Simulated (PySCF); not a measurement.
Vertical excitations of a molecule C₂H₇ClOSi₂ from PySCF with TDA-B3LYP/def2-SVPD, as energy in eV (oscillator strength): 6.13 (0.019), 6.32 (0.027), 6.56 (0.064), 6.75 (0.004), 6.92 (0.154), 6.95 (0.021), 7.15 (0.020), 7.35 (0.010), 7.46 (0.011), 7.59 (0.007). Lowest triplet (TDA): 4.08 eV. Coordinates come from a B3LYP-D3(BJ)/def2-SVP optimisation. The values are those of a single conformer.

### Question
Pick the molecule that these values belong to.
A) C=C([SiH3])O[SiH2]Cl
B) C=C[Si@](O)([SiH3])Cl
C) O[Si@H]1C[Si@@H](Cl)C1
D) Cl[SiH2][C@H]1CO[SiH2]1

### Answer
A, C=C([SiH3])O[SiH2]Cl
